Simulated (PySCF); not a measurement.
Compound: C6H11NO2Si.
Numbering: `[NH2:1][C:2](=[O:3])[Si@@H:4]1[CH2:5][C@@H:6]([CH:7]2[CH2:8][CH2:9]2)[O:10]1`

NICS = −σ at a ghost point: NICS(0) at the centroid of the ring atoms, NICS(1) 1 Å to either side along the normal of their mean plane, zz for the tensor component along that normal. Level: GIAO PBE0/pcSseg-1 (PySCF, non-relativistic, gas phase) on the GFN2-xTB geometry, one conformer.

Rings: 1. Si4–C5–C6–O10; 2. C7–C8–C9.

| set | NICS(0) | NICS(1), two faces | NICS(1)zz, two faces |
| --- | --- | --- | --- |
| P | -44.1 | -8.4 / -9.1 | -23.8 / -24.0 |
| Q | -3.2 | -0.2 / -1.9 | 2.2 / 0.0 |

Question: Which set (ppm) belongs to which ring?

Answer: P = 2, Q = 1.
- 1 (4-membered ring with O and Si; formal bonds all single): mean NICS(1)zz 1.1 ppm, near zero. Si4, C5, C6 have four or more neighbours, and the NICS criterion for π rings isn't applied.
- 2 (3-membered carbocycle; formal bonds all single): mean NICS(1)zz -23.9 ppm, shielded. C7, C8, C9 have four or more neighbours; no verdict on aromaticity is drawn.

Question: How do the rings differ in shape?

Answer: 
```csv
ring,bond lengths (Å),rms pucker (Å),HOMA,nearest outside atom to a NICS(1) probe (Å)
1,"1.906, 1.537, 1.438, 1.664",0.04,–,hydrogen 1.74
2,"1.497, 1.498, 1.498",0.00,–,hydrogen 1.43
```

Time: 53 s; peak memory 1.1 GiB. Hardware: an Arm Neoverse V1 with one thread, on a shared host. This is the whole shielding run at PBE0/pcSseg-1, SCF included.

The values belong to the conformer `[NH2:1][C:2](=[O:3])[Si@@H:4]1[CH2:5][C@@H:6]([CH:7]2[CH2:8][CH2:9]2)[O:10]1`: N1–C2–Si4–C5 77°, C5–C6–C7–C8 75°, H–N1–C2–O3 -173°, H–N1–C2–O3 -4°.
